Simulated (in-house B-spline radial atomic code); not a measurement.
Configurations of I²⁺, with energies counted from [Kr] 4d10 5s2 5p3. Level of theory: scalar-relativistic (X2C) r2SCAN0, spin-polarised, spherical fractional occupations, exact exchange averaged over the configuration, Fermi nucleus of rms radius 4.75 fm; calculated with an all-electron radial atomic-structure program (B-spline basis). Shells without spins written out take the highest spin.

Occupations are held fixed; configurations that lie above the ionisation limit could autoionise.

| configuration | E - E(ref) (eV) | highest orbital | its <r> (bohr) |
| --- | --- | --- | --- |
| [Kr] 4d10 5s1 5p3 5f1 | 32.139 | 5f up | 7.3 |
| [Kr] 4d9 5s2 5p4 | 50.588 | 5p down | 2.142 |
| [Kr] 4d9 5s2 5p3 6s1 | 64.724 | 6s up | 4.108 |
| [Kr] 4d9 5s2 5p3 6d1 | 71.785 | 6d up | 6.571 |
| [Ar] 3d10 4s2 4p5 4d10 5s2 5p3 6f1 | 157.92 | 6f up | 11.38 |
| [Ar] 3d9 4s2 4p6 4d10 5s2 5p3 6f1 | 650 | 6f up | 11.33 |

(1) Order these further configurations by energy, lowest first.
A. [Kr] 4d10 4f1 5s1 5p3
B. [Ar] 3d10 4s2 4p5 4d10 5s2 5p3 6p1
C. [Ar] 3d9 4s2 4p6 4d10 5s2 5p3 5d1
D. [Kr] 4d10 5s2 5p2 6s1
E. [Ar] 3d10 4s2 4p5 4d10 5s2 5p3 5f1

(2) How far above the reference does [Kr] 4d9 5s2 5p3 6f1 lie?

Results:

(1) D (15.662 eV), A (28.815 eV), B (150.16 eV), E (155.57 eV), C (637.53 eV).

(2) 75.63 eV; its least bound orbital is 6f up with <r> = 11.44 bohr.
